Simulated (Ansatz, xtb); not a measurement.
## Relative energy of two isomers of C5H4F2

Structure a: `FC1=C(F)CC=C1`, a singlet. Structure b: `FC1=C[C@H](F)C=C1`, a singlet. Both are isolated molecules in the gas phase, relaxed with B3LYP/def2-SVP.

Energies in hartree; the thermal terms are from GFN2-xTB frequencies at re-optimised GFN2-xTB minima (ideal gas, soft modes damped towards free rotors, one conformer each, 298.15 K, 1 atm) and include the zero-point energy:

|  | a | b |
| --- | --- | --- |
| E, CCSD(T)/def2-SVP | −391.267297 | −391.265959 |
| E, MP2/def2-SVP | −391.192990 | −391.190467 |
| E, MP2/def2-TZVPP | −391.921949 | −391.921203 |
| zero-point energy | 0.074903 | 0.074767 |
| H(298 K) − E | 0.081693 | 0.081487 |
| G(298 K) − E | 0.045297 | 0.045062 |

Question: Correct the CCSD(T) difference for the basis set by the MP2 change, then work out ΔE, ΔE₀, ΔH and ΔG for a → b in kJ/mol (1 Eh = 2625.50 kJ/mol) and the equilibrium ratio [b]/[a].

Answer: 1. Differences b − a: CCSD(T) +0.001338, MP2 in the small set +0.002523, MP2 in the large set +0.000746 Eh.
2. ΔE = +0.001338 + (+0.000746 − (+0.002523)) = −0.000439 Eh = −1.15 kJ/mol.
3. ΔE₀ = ΔE + ΔZPE = −0.000439 + (−0.000136) Eh = −1.51 kJ/mol.
4. ΔH = ΔE + (−0.000206) Eh = −1.69 kJ/mol.
5. ΔG = ΔE + (−0.000235) Eh = −1.77 kJ/mol, so ΔS = (ΔH − ΔG)/T = +0.3 J/(mol K).
6. kT = 0.9442 mEh, so K = [b]/[a] = exp(−ΔG/kT) = exp(+0.71) ≈ 2.

The two are too close for this level to say which is favoured. An error of 4 kJ/mol in ΔG would change K by a factor of 5. Mirror images and further conformers aren't counted.

As drawn, both hold the same kinds of bond in the same numbers.

Other levels gave ΔE = +19.7 (GFN2-xTB); +29.2 (HF/STO-3G, GFN2-xTB geometries); +12.5 (r2SCAN-D4/def2-SVP, GFN2-xTB geometries); +9.2 (B3LYP/def2-SVP); −4.8 (HF/def2-SVP); +6.6 (MP2/def2-SVP); +3.5 (CCSD(T)/def2-SVP) kJ/mol. The correlated steps freeze 7 core orbitals. Programs: Ansatz 0.2.0, xtb 6.7.1.
